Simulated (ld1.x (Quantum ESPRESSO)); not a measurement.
## Transferability test, TM semilocal potential for Ce

ld1.x (Quantum ESPRESSO) 7.5 input, shortened:

```
&input
   title='Ce', zed=58., rel=1, dft='PBE', iswitch=3,
   config='[Xe] 4f1 5d1 6s1 6p0'
 /
 &inputp
   pseudotype=1, tm=.true., lloc=1,
   nlcc=.true., new_core_ps=.true.
 /
4
6S  1  0   1.00   0.00  3.60  3.60  0.0
5D  3  2   1.00   0.00  2.00  2.00  0.0
4F  4  3   1.00   0.00  1.45  1.45  0.0
5P  2  1   6.00   0.00  2.70  2.70  0.0
 &test
   configts(1)='4f1 5p6 5d1 6s1 6p0'
 /
```

Energies are relative to the spin-unpolarised reference configuration 4f1 5p6 5d1 6s1 6p0; without spin polarisation the order of configurations can differ from experiment. Not all tests gave a result: 2 of 7 tests not solved or not reliable. Left out of the table: 4f1 5p6 5d1 6s1 6p1 (solver errors, printed error -13.3 eV); 4f1 5p6 5d0 6s2 6p1 (solver errors, printed error -30.3 eV).

Problem. Give the all-electron excitation energy and the error of the potential for: 4f1 5p6 5d1 6s2 6p0; 4f1 5p6 5d1 6s0 6p0; 4f1 5p6 5d0 6s0 6p0; 4f1 5p6 5d2 6s1 6p0; 4f2 5p6 5d0 6s2 6p0.

Solution.

| valence configuration | charge | ΔE all-electron (eV) | error AE − PS (meV) |
| --- | --- | --- | --- |
| 4f1 5p6 5d1 6s2 6p0 | 0 | -6.070 | +1.7 |
| 4f1 5p6 5d1 6s0 6p0 | +2 | 11.081 | -4.8 |
| 4f1 5p6 5d0 6s0 6p0 | +3 | 30.260 | +22 |
| 4f1 5p6 5d2 6s1 6p0 | 0 | -5.177 | -4.4 |
| 4f2 5p6 5d0 6s2 6p0 | 0 | -6.383 | -127 |

Levels in the configuration 4f1 5p6 5d2 6s1 6p0:

```tsv
level	all-electron (eV)	pseudo (eV)
4f	-3.786	-3.796
5p	-21.750	-21.737
5d	-2.111	-2.105
6s	-3.195	-3.214
```

These tests converged, but a pseudo level misses the all-electron one widely, so the file describes the atom poorly there or has found another state: 4f1 5p6 5d1 6s0 6p0: empty 6p by 7.1 eV; 4f1 5p6 5d0 6s0 6p0: empty 6p by 7.7 eV.
